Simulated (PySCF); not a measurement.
**Question.** What does the GFN2-xTB structure of CF3SO3CH3, `O(C)S(=O)(C(F)(F)F)=O` look like in three dimensions?

**Answer.** 
```
atom  x, y, z in Å
C1     1.9943   -0.2777    0.2036
O2     0.5912   -0.4989    0.3204
S3    -0.3250    0.5004   -0.5097
O4    -0.2993    0.1983   -1.8954
O5    -0.1218    1.8394   -0.0859
C6    -1.9218   -0.1473    0.2165
F7    -1.9439    0.0624    1.5238
F8    -2.0185   -1.4477   -0.0122
F9    -2.9629    0.4630   -0.3336
H10    2.3110   -0.4541   -0.8256
H11    2.2271    0.7480    0.4941
H12    2.4709   -0.9865    0.8778
```

Any rigid rotation of these coordinates is as good. Atoms count from 1 in this order. The 3 O–S bonds span 1.418 Å (S3=O4, drawn double) to 1.590 Å (O2–S3, drawn single), a spread of 0.172 Å. O2 (oxygen bonded to C and S) is bent (angle 115.3°). All 3 C–F bonds measure 1.324 to 1.326 Å. S3 (sulfonyl sulfur) has angles from 94.1° to 119.3°.

Bonds between heavy atoms (Å): C1–O2 1.425, O2–S3 1.590, S3=O4 1.418, S3=O5 1.419, S3–C6 1.870, C6–F7 1.324, C6–F8 1.324, C6–F9 1.326.

Structure optimised with GFN2-xTB, isolated species.

Point group: near Cs, missed by 0.18 Å at most; the miss may be what the optimiser left on a soft mode. Not checked by GFN2-xTB frequencies. One conformer, not necessarily the lowest (C1–O2–S3–O4 75°).

The numbers are calculated, not measured.
